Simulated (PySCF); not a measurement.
Molecule: `InChI=1S/C5H10O2/c1-3-4-7-5(2)6/h3-4H2,1-2H3`.

Geometry:
```
atom   x (Å)   y (Å)   z (Å)
  C1  -2.680  -0.424   0.017
  C2  -1.196  -0.694   0.204
  C3  -0.433   0.561   0.580
  O4   0.942   0.291   0.838
  C5   1.761   0.253  -0.223
  C6   3.176  -0.018   0.197
  O7   1.396   0.440  -1.354
  H8  -2.856   0.310  -0.784
  H9  -3.220  -1.343  -0.253
 H10  -3.139  -0.028   0.937
 H11  -1.037  -1.451   0.990
 H12  -0.764  -1.098  -0.725
 H13  -0.822   0.992   1.515
 H14  -0.511   1.314  -0.220
 H15   3.768  -0.315  -0.676
 H16   3.605   0.900   0.627
 H17   3.210  -0.793   0.975
```

Geometry PBE0-D3(BJ)/def2-SVP throughout; GIAO in PySCF 2.14.0 with density-fitted response routines, gas phase, one conformer, non-relativistic; equivalent atoms averaged; functional PBE0.

For orientation, pcSseg-0 gives these shifts δ (against TMS, H2O at the same level): C3 67.6, C2 23.2, C1 12.2, O7 485.5, O4 211.7, H13/H14 4.05, H15/H16/H17 2.32, H11/H12 1.53, H8/H9/H10 0.95 ppm.

A run gave: C3 62.4, C2 22.6, C1 11.0, O7 385.5, O4 178.5, H13/H14 3.89, H15/H16/H17 1.78, H11/H12 1.66, H8/H9/H10 0.84 ppm (shifts δ (against TMS, H2O at the same level)).

Problem. Which basis set was used in that run?
A. def2-SVP
B. STO-3G
C. 6-31G*
D. def2-TZVP
E. pcSseg-1

Solution. C. O4 tells them apart best: 6-31G* gives 178.5, def2-SVP gives 197.4, pcSseg-1 gives 217.2, STO-3G gives 108.4, def2-TZVP gives 215.0 ppm.
